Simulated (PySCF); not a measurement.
This script is equivalent to a calculation on Mo⁻ (molybdenum, charge -1).

```python
from pyscf import gto, scf, dft, mp, cc
import basis_set_exchange as bse
txt = bse.get_basis("def2-TZVPPD", elements=["Mo"], fmt="nwchem", header=False)
cut = txt.index("\nECP")
mol = gto.M(atom="Mo 0 0 0", charge=-1, spin=5, symmetry="D2h",
            basis=gto.basis.parse(txt[:cut]),
            ecp={"Mo": gto.basis.parse_ecp(txt[cut:])})
mf = dft.UKS(mol, xc="WB97M_V")
mf.irrep_nelec = {'Ag': (4, 2), 'B1g': (1, 0), 'B2g': (1, 0), 'B3g': (1, 0), 'B1u': (1, 1), 'B2u': (1, 1), 'B3u': (1, 1)}
mf.kernel()
```

What total energy does it give?

-68.030 hartree (calculated).

Which occupied shell lies highest, and where?

5s β, at -0.216 eV.

What is ⟨S²⟩, and what would a pure spin state give?

8.766, against 8.75.

Energies and moments cover only the electrons outside the core potential. The outer electron is barely bound at this level, so radii and moments hang on the diffuse functions.
